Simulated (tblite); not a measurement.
Compound: C₈H₆FO (doublet state).
Structure used (GFN2-xTB), in Å, numbered top down from 1:
```
atom  x, y, z in Å
F1     4.0201   -1.3342    0.1556
C2     3.3117   -0.1901    0.4554
C3     1.9268   -0.3062    0.0482
C4     0.8006   -0.4777   -0.3280
C5    -0.5900   -0.6034   -0.7393
C6    -1.0680    0.5990   -1.4458
C7    -1.9309    1.4842   -1.0382
O8    -2.5633    1.3863    0.2043
C9    -2.3273    0.2297    0.8603
C10   -1.4949   -0.7327    0.4864
H11    3.3892   -0.0444    1.5400
H12    3.8022    0.6353   -0.0751
H13   -0.6779   -1.5046   -1.3640
H14   -2.2613    2.3543   -1.5800
H15   -2.9380    0.1549    1.7502
H16   -1.4064   -1.6415    1.0584
```

Computed geometry: GFN2-xTB, gas phase. This method treats the open shell by occupation alone, without spin polarisation.

Masses are those of the commonest isotopes; rigid-rotor values at the optimised geometry. 

Question: Give the principal moments of inertia and the rotational constants in MHz.

Answer: Ia = 130.52, Ib = 901.88, Ic = 934.18 u·Å²; 505379 MHz·u·Å²/I gives A = 3872, B = 560.4, C = 541.0 MHz.

Question: Classify the top.

Answer: A near-prolate asymmetric top; Ray's κ = -0.988.

Question: What does the inertial defect say?

Answer: Not planar: Δ = Ic − Ia − Ib = -98.21 u·Å². For a rigid frame Δ = −2 Σ m c², so Σ m c² = 49.11 u·Å² lies off the ab plane: 9.58 from hydrogen and 39.53 from heavier atoms. The atom farthest from that plane is 2.07 Å away.

Question: Give the other two planar moments, Paa and Pbb, and the rms extents of the mass along the axes.

Answer: Paa = Σ m a² = (Ib + Ic − Ia)/2 = 852.77 and Pbb = Σ m b² = (Ia + Ic − Ib)/2 = 81.41 u·Å². With the mass M = 137.04 u, the rms extents √(P/M) along a, b and c are 2.49, 0.77, 0.60 Å.

Question: Where do the levels up to J = 4 lie, in K?

Answer: Above 0(0,0), as E/k:
J = 1: 1(0,1) 0.053, 1(1,1) 0.212, 1(1,0) 0.213
J = 2: 2(0,2) 0.159, 2(1,2) 0.317, 2(1,1) 0.319, 2(2,1) 0.796, 2(2,0) 0.796
J = 3: 3(0,3) 0.317, 3(1,3) 0.474, 3(1,2) 0.479, 3(2,2) 0.955, 3(2,1) 0.955, 3(3,1) 1.752, 3(3,0) 1.752
J = 4: 4(0,4) 0.529, 4(1,4) 0.683, 4(1,3) 0.693, 4(2,3) 1.166, 4(2,2) 1.166, 4(3,2) 1.963, 4(3,1) 1.963, 4(4,1) 3.079, 4(4,0) 3.079
The levels of one J sum to (2J + 1)J(J + 1)(A + B + C)/3.

Question: Estimate the classical rotational partition function at 10 K, 25 K and 500 K.

Answer: Point group C1, symmetry number σ = 1; q = (√π/σ)·√((kT/h)³/(ABC)), k/h = 20836.6 MHz/K: 4920 at 10 K, 19500 at 25 K, 1740000 at 500 K.

For this open shell read J as N, the rotation without spin; fine and hyperfine splittings come on top. Its lowest GFN2-xTB frequency is 9 cm⁻¹, too small to tell a flat minimum from a shallow saddle. These are rigid-rotor constants of the computed structure; measured ground-state constants (B0) also hold zero-point vibration.
